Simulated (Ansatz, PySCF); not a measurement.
(3S)-3-fluorobut-1-ene (C₄H₇F), SMILES C=C[C@H](C)F. Atoms are numbered in the order given.

```xyz
12

C      1.8780     0.5011    -0.0203
C      0.8785    -0.1023    -0.6599
C     -0.4228    -0.4787    -0.0217
C     -1.6118     0.2041    -0.6673
F     -0.4040    -0.1600     1.3196
H      1.7913     0.7471     1.0409
H      2.8064     0.7615    -0.5339
H      0.9659    -0.3539    -1.7235
H     -0.5482    -1.5771    -0.0910
H     -2.5436    -0.1021    -0.1704
H     -1.6815    -0.0593    -1.7330
H     -1.5067     1.2959    -0.5843
```

Coordinates come from a PBE0-D3(BJ)/def2-SVP optimisation. The values are those of a single conformer.

Two levels are set side by side: PBE-D3(BJ)/def2-SVP (Ansatz, an electronic-structure program) and PBE0-D3(BJ)/def2-SVP (Ansatz). Each level has its own optimised geometry; the coordinates shown are those of the second. Frequencies come from the Hessian of PySCF at each geometry. Differences are taken from unrounded values.

```
quantity                            PBE0-D3(BJ)  PBE-D3(BJ)  PBE-D3(BJ) minus PBE0-D3(BJ)
----------------------------------  -----------  ----------  ----------------------------
mean bond length (Å)                      1.219       1.229                         0.009
bond C1–C2 (Å)                            1.331       1.342                         0.011
bond C2–C3 (Å)                            1.497       1.505                         0.008
bond C3–C4 (Å)                            1.516       1.526                         0.010
bond C3–F5 (Å)                            1.379       1.395                         0.017
bond C1–H6 (Å)                            1.093       1.101                         0.008
bond C1–H7 (Å)                            1.092       1.100                         0.008
bond C2–H8 (Å)                            1.096       1.105                         0.008
bond C3–H9 (Å)                            1.108       1.118                         0.010
bond C4–H10 (Å)                           1.099       1.108                         0.008
bond C4–H11 (Å)                           1.100       1.108                         0.008
bond C4–H12 (Å)                           1.100       1.108                         0.008
highest harmonic wavenumber (cm⁻¹)         3281        3188                           -93
mean harmonic wavenumber (cm⁻¹)            1481        1431                           -51
zero-point energy (kcal/mol)              63.53       61.36                         -2.17
```

GGA bonds tend to be longer and softer than those of functionals with exact exchange. Differences between two approximate levels are no errors against the true value.
